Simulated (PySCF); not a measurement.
## Working out the ionisation energy of Sc

Sc [Ar] 3d1 4s2 (2D) → Sc⁺ [Ar] 3d1 4s1 (3D). All numbers are calculated (PySCF 2.14, the non-relativistic Hamiltonian (point nucleus), in cc-pVTZ (7s6p4d2f1g, 68 functions)). Frozen: [Ar]. Energies in hartree (1 hartree = 27.21139 eV):

| part | Sc (lower) | Sc⁺ (upper) |
| --- | --- | --- |
| UHF | -759.739638 | -759.542593 |
| MP2 opposite-spin | -0.026023 | 0.000000 |
| MP2 same-spin | -0.003067 | -0.003280 |

Q: What does Hartree-Fock give?

A: (-759.542593) − (-759.739638) = 0.197045 hartree = 5.362 eV.

Q: What do MP2 and SCS-MP2 (6/5 opposite-spin, 1/3 same-spin) give?

A: The opposite-spin parts differ by 0.708 eV and the same-spin parts by -0.006 eV. MP2: 5.362 + (0.708) + (-0.006) = 6.064 eV. SCS-MP2: 5.362 + 1.2 × (0.708) + (-0.006)/3 = 6.210 eV.

Measured between the centres of the two terms (NIST): 6.562 eV, so MP2 (valence) is off by -0.498 eV.

The calculation is non-relativistic.

What remains against the reference includes basis incompleteness, the frozen core and correlation beyond second order.
